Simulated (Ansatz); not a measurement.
Calculated with Ansatz (gas phase, PBE0-D4/def2-TZVP geometries, no zero-point term in ΔE). CCSD(T)/CBS adds triple-zeta CCSD(T) − MP2 to the extrapolated MP2 energy (def2 sets, frozen cores). This one scheme is used for every species. Functionals use def2-TZVPP. Elements past krypton have def2 core potentials. For Ta outer-core shells are correlated without core-valence functions, which leaves a few kJ/mol of doubt a bond.

`[F][Ta]([F])([Cl])([Cl])[Cl]` + H–F → `[F][Ta]([F])([F])([Cl])[Cl]` + HCl  (ligand exchange at a Ta–Cl bond)

```json
{"level": "LDA (SPW92)", "ΔE (kJ/mol)": "-30.8"}
{"level": "BHLYP-D4", "ΔE (kJ/mol)": "-34.7"}
{"level": "CAM-B3LYP-D4", "ΔE (kJ/mol)": "-44.8"}
{"level": "CCSD/def2-SVP", "ΔE (kJ/mol)": "-52.6"}
```

Task: What does CCSD(T)/CBS give? (Estimate.)

Result: Ansatz gave: -26.2 kJ/mol. The listed levels differ from it by -4.6, -8.5, -18.6, -26.4 kJ/mol.

Largest T1 diagnostic among the species: 0.018.

At CCSD(T), def2-SVP lies −23.5 kJ/mol from the extrapolated value and def2-TZVPP −6.0 kJ/mol. From PBE to PBE0 (25 % exact exchange), in def2-TZVPP and without D4, ΔE moves by +3.5 kJ/mol.
